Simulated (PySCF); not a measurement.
A side-by-side comparison of computed properties.

First species: C₅H₈F₅N.
InChI=1S/C5H8F5N/c1-2-11-3-4(6,7)5(8,9)10/h11H,2-3H2,1H3

Second species: C7H9OP.
InChI=1S/C7H9OP/c1-3-9(6(2)8)7-4-5-7/h1,7H,4-5H2,2H3

Levels: PBE0/pcSseg-1 for dipole moment, HOMO energy, LUMO energy and HOMO–LUMO gap; GFN2-xTB for rotational constant A and rotational constant C. Geometries: GFN2-xTB. All species are isolated and taken at one optimised geometry, non-relativistic unless stated. Electronic properties by PySCF.

The conformers computed, where there is a choice (atom-mapped SMILES and torsion angles):
- `[CH3:1][CH2:2][NH:3][CH2:4][C:5]([F:6])([F:7])[C:8]([F:9])([F:10])[F:11]`: C1–C2–N3–C4 179°, C2–N3–C4–C5 -179°, N3–C4–C5–F6 61°, C4–C5–C8–F9 60°
- `[CH:1]#[C:2][P:3]([C:4]([CH3:5])=[O:6])[CH:7]1[CH2:8][CH2:9]1`: C2–P3–C4–C5 56°, C2–P3–C7–C8 -159°

```json
{"property": "dipole moment", "column X": "2.81 D", "column Y": "1.75 D"}
{"property": "HOMO energy", "column X": "-6.98 eV", "column Y": "-6.70 eV"}
{"property": "LUMO energy", "column X": "1.20 eV", "column Y": "-0.91 eV"}
{"property": "HOMO–LUMO gap", "column X": "8.18 eV", "column Y": "5.79 eV"}
{"property": "rotational constant A", "column X": "2.255 GHz", "column Y": "1.857 GHz"}
{"property": "rotational constant C", "column X": "0.518 GHz", "column Y": "0.809 GHz"}
```

Q: Which column belongs to which species?

A: Column X is the first species and column Y the second. The first has 19 atoms and 90 electrons, the second 18 and 74.

Q: How does each property change from the first species to the second?

A: dipole moment -1.06 D; HOMO energy +0.28 eV; LUMO energy -2.11 eV; HOMO–LUMO gap -2.39 eV; rotational constant A -0.398 GHz; rotational constant C +0.291 GHz.

On the first: The dipole equals about 9.4 × 10⁻³⁰ C·m (1 D = 3.33564 × 10⁻³⁰ C·m).

On the second: The dipole matches unit charges of opposite sign 0.36 Å apart (1 e·Å = 4.8032 D). A dipole of 1.75 D is allowed in C1, and pure rotational transitions are dipole-allowed.
